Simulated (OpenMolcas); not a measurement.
An OpenMolcas run meant for B+ (ANO-RCC-VDZ, DKH4; inactive shells 1s; intended active space 2 electrons in 4 orbitals (2s 2p)). One step of its input:

```
&CASPT2
Multistate=3 1 2 3
Frozen=0 0
IPEA=0.25
Shift=1.5
MaxIter=60
WThr=0.0 0.3 0.05
PrWF=0.5
NoMix
```

The run finished. Its levels beside those of a sound run (SS-CASPT2, IPEA 0.25 Eh, imaginary shift 0.1 Eh (closed shells correlated: 1s)), in cm-1 above each run's lowest level:

| Level | This run | Usual run |
| --- | --- | --- |
| 2s2 1S0 | 0.0 | 0.0 |
| 2s 2p 3P* 0 | 38180 | 38288 |
| 2s 2p 3P* 1 | 38188 | 38296 |
| 2s 2p 3P* 2 | 38204 | 38311 |
| 2s 2p 1P* 1 | 83205 | 83151 |
| 2p2 3P0 | 100554 | 100595 |
| 2p2 3P1 | 100562 | 100602 |
| 2p2 3P2 | 100577 | 100617 |
| 2p2 1D2 | 112531 | 112431 |
| 2p2 1S0 | 140557 | 139261 |

Problem. Which setting is unsound, and how much does it matter here?

Solution. The level shift is far above the usual 0.1 to 0.3 hartree and damps the second-order energy. Against the sound run the excited levels shown move by 210 cm-1 on average and by 1300 cm-1 at most.

Only configurations of the active space appear.

* marks odd parity.
